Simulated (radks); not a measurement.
Results of a calculation; reference values are marked as such.
Task: The mean radii <r> (bohr) of the occupied orbitals of an atom or ion are listed with their occupations. Code: a radial shooting solver on a logarithmic mesh with Libxc functionals. Model: scalar-relativistic Kohn-Sham, PBE, spin-unpolarised, spherical densities, finite nucleus; Fermi nuclear charge, rms radius of each element as measured or else 0.836 A^(1/3) + 0.57 fm.

| orbital | occ. | <r> |
|---|---|---|
| 1s | 2 | 0.02410 |
| 2s | 2 | 0.1031 |
| 2p | 6 | 0.09055 |
| 3s | 2 | 0.2723 |
| 3p | 6 | 0.2704 |
| 3d | 10 | 0.2475 |
| 4s | 2 | 0.6225 |
| 4p | 6 | 0.6594 |
| 4d | 10 | 0.7274 |
| 5s | 2 | 1.508 |
| 5p | 6 | 1.762 |
| 6s | 1 | 4.081 |
| 4f | 3 | 1.175 |

Name the element and its charge.

Result: Z = 59, praseodymium, charge +1: Pr+ in [Xe] 4f3 6s1. The 1s radius gives Z: for a bare nucleus <r> = (2 gamma + 1)/(2Z) with gamma = sqrt(1 - (Z/c)^2), 0.02377 bohr for Z = 59, and screening makes it slightly larger (0.02410 here). The occupations add up to 58, and the charge is Z minus that.
